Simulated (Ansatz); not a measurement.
Input file for Ansatz (an electronic-structure program): R-wB97X-V/def2-TZVPPD on CH6ClN (a complex), monomers drawn apart or pushed together. Files ending in .json are basis or fitting sets from the Basis Set Exchange.

Ansatz 0.2 input:
```yaml
crystal:
  periodic: [false, false, false]
  atoms:
    - {symbol: Cl, position_ang: [0.01282134, -0.03239786, 0.03733617]}
    - {symbol: H, position_ang: [-0.19402294, 0.39193643, -1.15764732]}
    - {symbol: C, position_ang: [-0.18768639, 0.56456699, 3.22754444]}
    - {symbol: N, position_ang: [0.36186478, -0.70412611, 2.75300653]}
    - {symbol: H, position_ang: [-1.20554574, 0.67606226, 2.85124218]}
    - {symbol: H, position_ang: [0.39889647, 1.38549832, 2.81272771]}
    - {symbol: H, position_ang: [-0.21286037, 0.68086669, 4.31956952]}
    - {symbol: H, position_ang: [-0.17445844, -1.48756728, 3.10481109]}
    - {symbol: H, position_ang: [1.31612223, -0.82788159, 3.06799051]}
basis:
  gaussian:
    orbitals: def2-TZVPPD.json
hamiltonian:
  xc: {name: wB97X-V}
scf: {lower_state_search: off}
```

It printed:

```
WARN ansatz: RAYON_NUM_THREADS=1 ignored (pool sized by the plan → 1); use --threads N
Functional definition: wB97X-V
these checks for a lower state are left out or cut short: stability, starts, cluster_reference, orbital_swaps, neighbouring_geometries, increment
integrals: 0.17 GiB planned
1034 factors; their error is unknown
integrals: 0.20 GiB planned
300 factors; integrals over basis functions are off by at most 3.6e-5 eV
mean field: 1.40 GiB planned
mean field evaluation 1: about -15142.4271 eV, gradient 4.3e1 eV
mean field evaluation 2: about -15143.3564 eV, gradient 3.9e1 eV
mean field evaluation 4: about -15146.2994 eV, gradient 1.3e0 eV
mean field evaluation 8: about -15146.3155 eV, gradient 4.9e-1 eV
mean field evaluation 16: about -15146.3158 eV, gradient 1.8e-5 eV
mean field -15146.31580135 eV, -556.6168391580 hartree, gradient 4.5e-6 eV, S^2 0.000000; 0 other end points of the search recorded, 0 dependent functions left out
reference -15146.31579853 eV, -556.6168390543 hartree; 18, 18 occupied and 209, 209 virtual orbitals, 1034 factors
Total energy: -15146.31579853 eV, -556.6168390543 hartree
Checks for a lower state left out: stability, starts, cluster_reference, orbital_swaps, neighbouring_geometries, increment
```

Self-consistency was reached.

Cost: around 10 core-seconds (rough).
